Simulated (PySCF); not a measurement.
CH3Si, SMILES [Si]C (connectivity only; charge and spin as stated), neutral, multiplicity 2. Geometry optimised at r2SCAN-D4/def2-TZVP. The isomer is the one that the SMILES or the coordinates give; other isomers of the formula were not compared.

Calculation: r2SCAN-D4/def2-TZVP (PySCF).

Harmonic wavenumbers (cm⁻¹): 487, 614, 686, 1226, 1329, 1431, 2960, 3053, 3095. Rotational constants (GHz): 161.2, 12.69, 12.66; symmetry number 1.

Task: Work out the zero-point energy and the ideal-gas rigid-rotor harmonic-oscillator thermochemistry at 298.15 K and 1 atm.

Result: ZPE = ½ Σ hcν = ½ × 14880 cm⁻¹ = 21.27 kcal/mol. H − E(el) = 23.98 kcal/mol. Entropy in cal/(mol K): translation 37.21, rotation 20.06, vibration 1.52, spin 1.38, total 60.16. G − E(el) = 6.04 kcal/mol. Cp = 11.51 cal/(mol K).
